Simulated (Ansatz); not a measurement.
Geometry optimisation, RKS B3LYP/def2-SVP (Ansatz 0.2.0).

Input:

```yaml
crystal:
  periodic: [false, false, false]
  atoms:
    - { symbol: Al, position_ang: [-0.40048, -0.15603, 0.512684] }
    - { symbol: O, position_ang: [1.907011, 0.295025, -1.602656] }
    - { symbol: "N", position_ang: [-1.268211, -1.401629, -0.415951] }
    - { symbol: "N", position_ang: [0.517009, -0.515338, 1.988944] }
    - { symbol: H, position_ang: [1.341775, 1.041849, -1.340376] }
    - { symbol: "N", position_ang: [-0.524171, 1.614211, -0.096466] }
    - { symbol: H, position_ang: [1.34732, -0.206729, -2.21105] }
    - { symbol: H, position_ang: [-2.056142, -1.236773, -1.034437] }
    - { symbol: H, position_ang: [-1.08832, -2.398656, -0.354288] }
    - { symbol: H, position_ang: [0.481605, -1.39247, 2.498389] }
    - { symbol: H, position_ang: [1.272757, 0.056066, 2.354459] }
    - { symbol: H, position_ang: [-0.348055, 2.403508, 0.519597] }
    - { symbol: H, position_ang: [-1.181999, 1.897065, -0.818849] }
basis:
  gaussian: { orbitals: def2-SVP }
hamiltonian:
  xc: b3lyp
relax:
  f_tol: 0.03
  max_steps: 50
```

Launched with:

```bash
$ ansatz run input.yaml --threads 2 --pin off --max-ram 3072MiB --backend cpu --events-out ev --progress --plain --runs-dir out
```

**Question.** Where does it end, and by what steps?

**Answer.** The forces met the threshold. The force dipped under the threshold on the way, but the program's further checks kept it going. After 17 steps the energy has fallen by 0.505 eV; O2 moved furthest, 0.74 Å. Joined: Al1–O2.

| step | energy less start (eV) | largest force component (eV/Å) | accepted |
| --- | --- | --- | --- |
| 0 | 0.0000 | 1.276 | yes |
| 1 | -0.1230 | 0.657 | yes |
| 2 | -0.2214 | 0.922 | yes |
| 3 | -0.3529 | 0.806 | yes |
| 4 | -0.3650 | 1.237 | yes |
| 5 | -0.4583 | 0.271 | yes |
| 6 | -0.4765 | 0.226 | yes |
| 7 | -0.4651 | 0.825 | no |
| 8 | -0.4842 | 0.073 | yes |
| 9 | -0.4913 | 0.046 | yes |
| 10 | -0.4799 | 0.845 | no |
| 11 | -0.4952 | 0.041 | yes |
| 12 | -0.4979 | 0.138 | yes |
| 13 | -0.5025 | 0.081 | yes |
| 14 | -0.4961 | 0.368 | no |
| 15 | -0.5038 | 0.028 | yes |
| 16 | -0.5038 | 0.177 | yes |
| 17 | -0.5046 | 0.028 | yes |

```xyz
13
Properties=species:S:1:pos:R:3
Al -0.078 -0.156 0.227
O 1.503 0.202 -0.985
N -1.135 -1.346 -0.616
N 0.719 -0.558 1.783
H 1.006 1.082 -1.093
N -0.497 1.605 -0.249
H 1.419 -0.282 -1.822
H -2.028 -1.123 -1.044
H -1.086 -2.348 -0.455
H 0.232 -0.857 2.622
H 1.691 -0.369 2.003
H -0.425 2.346 0.447
H -1.321 1.806 -0.816
```

Run time: 61 s on 2 threads of Arm Neoverse V1 (shared host), peak memory 0.25 GiB.
